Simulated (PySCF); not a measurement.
A PySCF script (with the pyscf-properties extension) for the NMR shieldings of `CO/C(=C/[SiH2]OC)[SiH2]Cl`, C4H11ClO2Si2, on a GFN2-xTB geometry:

```python
import basis_set_exchange as bse
import numpy as np
from pyscf import gto, dft
from pyscf.prop import nmr

atoms = """
C     2.861050    1.478227   -0.341918
O     1.722253    0.713078   -0.097495
Si    1.621752   -0.886518    0.177944
C    -0.218214   -1.127881    0.293003
C    -1.150700   -0.193522    0.091045
O    -2.500493   -0.400445    0.174432
C    -2.980889   -1.685690    0.484179
Si   -0.917787    1.642104   -0.338757
Cl   -0.203944    1.875796   -2.205174
H     2.546619    2.416241   -0.800983
H     3.385954    1.691647    0.593278
H     3.547144    0.962519   -1.016833
H     2.240064   -1.638045   -0.924157
H     2.316418   -1.243871    1.424597
H    -0.522608   -2.137769    0.537862
H    -4.066807   -1.605754    0.493785
H    -2.629844   -2.012862    1.468518
H    -2.673725   -2.418090   -0.269683
H    -0.108637    2.385667    0.618831
H    -2.272757    2.195848   -0.365509
"""
names = dict.fromkeys(["C", "O", "Si", "Cl", "H"], "pcSseg-1")
basis = {el: gto.basis.parse(bse.get_basis(n, elements=[el], fmt="nwchem")) for el, n in names.items()}
mol = gto.M(atom=atoms, basis=basis, charge=0, verbose=0)
mf = dft.RKS(mol, xc="PBE0")
mf.grids.level = 2
mf.grids.alignment = dft.numint.BLKSIZE   # the property module wants whole blocks of grid points
mf.conv_tol = 1e-9
mf.kernel()

calc = nmr.RKS(mf)   # GIAO
C = mf.mo_coeff
Co = C[:, mf.mo_occ > 0]
resp = mf.gen_response(singlet=True, hermi=2)
def vind(x):   # induced exchange potential for any number of trial vectors
    d = np.einsum("pi,xij,qj->xpq", C, 2 * x.reshape(-1, C.shape[1], Co.shape[1]), Co, optimize=True)
    return np.einsum("xpq,pi,qj->xij", resp(d - d.transpose(0, 2, 1)), C, Co, optimize=True).ravel()
mo1, _ = nmr.rhf.solve_mo1(calc, with_cphf=vind)
sigma = calc.kernel(mo1)
for i, s in enumerate(sigma):   # ppm
    print("%2d %-2s %9.2f" % (i, mol.atom_pure_symbol(i), np.trace(s) / 3))
```

Task: What does it print?

Result: 
```
 0 C     134.93
 1 O     334.82
 2 Si    373.59
 3 C      87.56
 4 C       5.47
 5 O     172.66
 6 C     131.61
 7 Si    375.16
 8 Cl    997.26
 9 H      27.67
10 H      27.99
11 H      28.17
12 H      26.40
13 H      26.41
14 H      27.25
15 H      27.53
16 H      28.26
17 H      28.23
18 H      26.37
19 H      26.66
```

These numbers come from an equivalent density-fitted implementation of the same equations, which agrees with the script to about 0.01 ppm for H and up to a few tenths of a ppm for heavy atoms, so last digits may differ.

Task: Turn these shieldings into chemical shifts. Shifts are taken against calculated references (same method and geometry level): TMS for 13C (186.93 ppm), 29Si (349.16 ppm), 1H (31.72 ppm); 17O (336.08 ppm) vs H2O; HCl for 35Cl (949.78 ppm).

Result: Averaging equivalent atoms: C 4: 181.5; C 3: 99.4; C 6: 55.3; C 0: 52.0; O 5: 163.4; O 1: 1.3; Si 2: -24.4; Si 7: -26.0; Cl 8: -47; H 12/13: 5.31; H 18/19: 5.20; H 14: 4.47; H 9/10/11: 3.77; H 15/16/17: 3.71 ppm. Experimental scales use liquid or dissolved standards, which lie at an offset from isolated H2O (liquid H2O: subtract about 36 ppm).

Size and cost of the density-fitted run: 229 basis functions, 2.7 min wall time (2.4 min CPU) on 1 thread of an Intel Xeon, shared host; peak memory 1.1 GiB.
